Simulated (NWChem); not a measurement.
Atomisation of pyrimidine (C4H4N2)

```xyz
10

C      0.0000     0.0000     1.3571
C     -1.1867     0.0000     0.6209
N     -1.1936     0.0000    -0.7145
C      0.0000     0.0000    -1.3125
N      1.1936     0.0000    -0.7145
C      1.1867     0.0000     0.6209
H      0.0000     0.0000     2.4491
H     -2.1623     0.0000     1.1224
H      0.0000     0.0000    -2.4097
H      2.1623     0.0000     1.1224
```
Charge 0, spin multiplicity 1.

Program: NWChem. Structure: optimised with B3LYP/def2-SVP, a minimum by its harmonic frequencies.

Basis set: def2-SVP. The atomisation energy is electronic alone: no zero-point, thermal, spin-orbit or counterpoise terms. No value is extrapolated to the basis-set limit. Free atoms are single determinants with multiplicities C 3, N 4, H 2.

B3LYP has NWChem's definition, with VWN1-RPA local correlation. The stability of the SCF solutions was not checked. Open-shell Hartree-Fock references start from PBE0 orbitals.

Problem. Order these methods by the atomisation energy they give, lowest first: HF, LDA (SVWN5), PBE0, B3LYP, PBE, M06-2X.

Solution. HF (777.8 kcal/mol), B3LYP (1124.3 kcal/mol), M06-2X (1125.7 kcal/mol), PBE0 (1142.4 kcal/mol), PBE (1177.9 kcal/mol), LDA (SVWN5) (1325.6 kcal/mol)
